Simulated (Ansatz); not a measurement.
One change: `FC(Cl)(Br)I` becomes `OC(F)(Cl)Br`.

Ansatz, PBE0-D4/def2-TZVP geometries, multiplicity 1. Each molecule was computed in one conformer, which needn't be the lowest.

Elements past krypton have def2 core potentials. Scalar relativity is left out up to krypton.

| property | `FC(Cl)(Br)I` |
| --- | --- |
| HOMO energy (ωB97M-V/def2-TZVPP) / eV | -10.04 |
| HOMO–LUMO gap (PBE0/def2-TZVPP) / eV | 5.41 |
| size of the dipole moment (ωB97M-V/def2-TZVPP) / D | 0.66 |
| HOMO–LUMO gap (PBE/def2-TZVPP) / eV | 3.34 |
| ideal-gas entropy at 298 K and 1 bar (rigid rotor, harmonic PBE0-D4/def2-TZVP) / J/(mol·K) | 352 |
| LUMO energy (PBE/def2-TZVPP) / eV | -3.31 |

(1) What does the change do to each property? (Best estimate.)

## Answers

(1) Computed: 
```json
{"property": "HOMO energy (ωB97M-V/def2-TZVPP) / eV", "`OC(F)(Cl)Br`": "-10.82", "shift": "-0.78"}
{"property": "HOMO–LUMO gap (PBE0/def2-TZVPP) / eV", "`OC(F)(Cl)Br`": "7.56", "shift": "2.15"}
{"property": "size of the dipole moment (ωB97M-V/def2-TZVPP) / D", "`OC(F)(Cl)Br`": "1.59", "shift": "0.93"}
{"property": "HOMO–LUMO gap (PBE/def2-TZVPP) / eV", "`OC(F)(Cl)Br`": "5.17", "shift": "1.83"}
{"property": "ideal-gas entropy at 298 K and 1 bar (rigid rotor, harmonic PBE0-D4/def2-TZVP) / J/(mol·K)", "`OC(F)(Cl)Br`": "326", "shift": "-26"}
{"property": "LUMO energy (PBE/def2-TZVPP) / eV", "`OC(F)(Cl)Br`": "-2.03", "shift": "1.28"}
```

With PBE0 the HOMO falls by 0.69 eV and the LUMO rises by 1.45 eV, so the gap widens by about 2.14 eV. PBE moves the HOMO by -0.54 eV and ωB97M-V by -0.78 eV. The zero-point energy changes by 39.1 kJ/mol with +3 modes. Dipoles are sizes alone; their direction can turn.

Spin–orbit coupling is left out; it splits and shifts lone-pair levels of the heavy atoms by tenths of an eV.
